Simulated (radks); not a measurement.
Values are calculated unless marked as measured or tabulated.
Tb53+, 12 electrons, occupied as [Ne] 3s2.

Code: a radial shooting solver on a logarithmic mesh with Libxc functionals. Model: scalar-relativistic Kohn-Sham, r2SCAN, spin-polarised, spherical densities, finite nucleus; meta-GGA in the generalised Kohn-Sham scheme; Fermi nuclear charge, rms radius 5.06 fm.

Energy parts (eV):
| part | energy |
|---|---|
| total | -236668.89 |
| kinetic | 259708.91 |
| electron-nucleus | -514937.60 |
| Hartree | 21923.61 |
| exchange-correlation | -3363.81 |

Orbitals (lengths in bohr, moments of r in powers of bohr; <r^-3> diverges for s and p1/2; r(max) is where P^2 peaks):
| orbital | occ. | eigenvalue (eV) | r(max) | <r^-3> | <r^4> |
|---|---|---|---|---|---|
| 1s | 2 | -55963.07 | 0.01364 | - | 1.060e-06 |
| 2s | 2 | -12437.12 | 0.07686 | - | 0.0001547 |
| 2p | 6 | -11511.15 | 0.06217 | 12520 | 0.0001138 |
| 3s | 2 | -5073.942 | 0.2056 | - | 0.004108 |

The highest occupied level is 3s at -5073.9 eV. Summed over all electrons, <r^2> = 0.1726 bohr^2, which gives a Langevin (diamagnetic) susceptibility term of -0.137 x 10^-6 cm^3/mol. The electron density at the nucleus is 7.23e+05 e/bohr^3 (large components only). The density falls to 0.001 e/bohr^3 at r = 0.59 bohr. For comparison, the ionisation energy in NIST's Atomic Spectra Database is 5103 eV (theoretical). In exact Kohn-Sham theory the highest level is minus the ionisation energy, but local and semilocal functionals leave it too shallow, through self-interaction and a potential that decays too fast; potentials with the right tail come closer.
